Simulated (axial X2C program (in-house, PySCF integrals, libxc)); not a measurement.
Which molecule gave these maps?

PBE0 fields computed with an axial X2C code built on PySCF integrals, 2c, near the equilibrium distance, one atom at z = 0.

The maps cover the half plane through the axis: z from -2.4 to 5.4 Å along the bond, ρ from 0.15 to 2.25 Å away from it.

log10 of the density in e/bohr³:

```
 ρ\z  -2.4  -1.8  -1.2  -0.6   0.0   0.6   1.2   1.8   2.4   3.0   3.6   4.2   4.8   5.4
0.15  -3.9  -2.7  -1.5  -0.4   1.5  -0.4  -1.5  -2.0  -1.5  -0.9   0.6  -1.0  -1.7  -2.6
0.45  -4.0  -2.8  -1.6  -0.6   0.0  -0.6  -1.6  -2.1  -1.6  -1.1  -1.1  -1.2  -1.8  -2.7
0.75  -4.2  -3.0  -1.9  -1.0  -0.6  -1.0  -1.9  -2.3  -1.8  -1.4  -1.4  -1.5  -2.1  -2.8
1.05  -4.4  -3.3  -2.3  -1.5  -1.1  -1.5  -2.2  -2.5  -2.1  -1.8  -1.7  -1.9  -2.4  -3.0
1.35  -4.7  -3.7  -2.7  -2.0  -1.8  -2.0  -2.7  -2.8  -2.5  -2.2  -2.2  -2.3  -2.7  -3.3
1.65  -5.0  -4.1  -3.2  -2.6  -2.4  -2.6  -3.1  -3.1  -2.9  -2.7  -2.7  -2.8  -3.1  -3.6
1.95  -5.4  -4.5  -3.8  -3.2  -3.1  -3.2  -3.5  -3.5  -3.3  -3.2  -3.1  -3.3  -3.5  -4.0
2.25  -5.8  -5.0  -4.3  -3.9  -3.7  -3.8  -4.0  -3.9  -3.7  -3.6  -3.6  -3.7  -4.0  -4.4
```

Electron localisation function (collinear form, no current term, damped to 0 at low density):

```
 ρ\z  -2.4  -1.8  -1.2  -0.6   0.0   0.6   1.2   1.8   2.4   3.0   3.6   4.2   4.8   5.4
0.15  0.00  0.18  0.76  0.42  0.30  0.42  0.55  0.20  1.00  0.88  1.00  0.99  1.00  0.99
0.45  0.00  0.14  0.70  0.77  0.23  0.77  0.45  0.18  1.00  0.98  0.02  1.00  1.00  0.98
0.75  0.00  0.09  0.57  0.85  0.77  0.84  0.27  0.15  0.99  0.97  0.61  0.99  1.00  0.96
1.05  0.00  0.04  0.38  0.74  0.83  0.73  0.11  0.12  0.97  0.91  0.66  0.96  0.99  0.83
1.35  0.00  0.01  0.17  0.50  0.63  0.45  0.03  0.09  0.88  0.71  0.45  0.84  0.93  0.43
1.65  0.00  0.00  0.05  0.21  0.31  0.14  0.01  0.05  0.60  0.36  0.19  0.49  0.57  0.07
1.95  0.00  0.00  0.01  0.05  0.07  0.02  0.00  0.02  0.18  0.10  0.05  0.11  0.08  0.01
2.25  0.00  0.00  0.00  0.00  0.01  0.00  0.00  0.01  0.02  0.01  0.01  0.01  0.00  0.00
```

Axial spin density in 10⁻³ e/bohr³:

```
 ρ\z  -2.4  -1.8  -1.2  -0.6  0.0  0.6  1.2  1.8   2.4   3.0   3.6   4.2   4.8  5.4
0.15   0.0   0.1   0.4   0.6  1.6  0.6  0.9  5.1  18.7  56.2   3.1  66.6  13.6  2.1
0.45   0.0   0.1   0.3   0.2  0.3  0.3  0.8  4.2  13.3  25.2   2.1  36.8   9.9  1.7
0.75   0.0   0.1   0.2   0.1  0.3  0.0  0.7  2.8   7.3   7.5  -0.7  14.0   5.6  1.2
1.05   0.0   0.0   0.1   0.0  0.0  0.0  0.5  1.7   3.3   1.9  -0.8   4.5   2.6  0.7
1.35   0.0   0.0   0.0   0.0  0.0  0.0  0.3  0.9   1.4   0.5  -0.4   1.3   1.1  0.3
1.65   0.0   0.0   0.0   0.0  0.0  0.0  0.2  0.4   0.5   0.1  -0.2   0.3   0.4  0.2
1.95   0.0   0.0   0.0   0.0  0.0  0.0  0.1  0.2   0.2   0.0  -0.1   0.1   0.1  0.1
2.25   0.0   0.0   0.0   0.0  0.0  0.0  0.1  0.1   0.1   0.0   0.0   0.0   0.1  0.0
```

Question: Which molecule is it?
A. SN⁻
B. RbB⁺
C. LiCu⁺
D. MgSi⁺

Answer: B. RbB⁺, with Rb at z = 0 and B at z = 3.544 Å, state Ω = 1/2 (⟨Sz⟩ = 0.50, ⟨Lz⟩ = 0.00 at PBE0), basis Rb dyall-cv3z [12s13p8d4f1g], B dyall-v3z [7s6p2d1f] (cores contracted in-house). The state is one determinant whose occupation by symmetry is held fixed; it was picked as the lowest of a PBE0 search that is not exhaustive. Density functionals use the spin component along the axis (collinear). PBE0 can misorder states that lie within some tenths of an eV, so this need not be the ground state of the molecule. The nearest other 2c determinant of the search, Ω = 3/2, lies 0.39 eV up at the distance of the search.
